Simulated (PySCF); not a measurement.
**How methods differ on the ionisation energy of Mo²⁺**

Mo²⁺ [Kr] 4d4 (5D) → Mo³⁺ [Kr] 4d3 (4F), as a difference of total energies. Calculation: PySCF 2.14, in x2c-TZVPPall with one added diffuse shell each of s, p, d, f type (9s7p7d3f1g, 95 functions); scalar relativity by spin-free X2C-1e. Correlated levels: valence and next inner shell: [Ar] 3d10 frozen. The calculations carry no spin-orbit coupling.

| method | ionisation energy (eV) |
| --- | --- |
| UHF | 26.083 |
| MP2 (valence and next inner shell) | 27.103 |
| SCS-MP2 (valence and next inner shell) | 26.771 |
| CCSD (valence and next inner shell) | 26.959 |
| CCSD(T) (valence and next inner shell) | 26.996 |

**Question.** How much does correlation contribute at CCSD(T) (valence and next inner shell)?

**Answer.** 26.996 − (26.083) = 0.913 eV, measured against UHF.

A first-order spin-orbit estimate (lowest level to lowest level, LS coupling) adds -0.070 eV.

Errors of the correlated levels include the incompleteness of this basis and the frozen core.

For comparison: 27.13 ± 0.12 eV (semi-empirical (NIST evaluation); NIST Atomic Spectra Database, ionization energies).
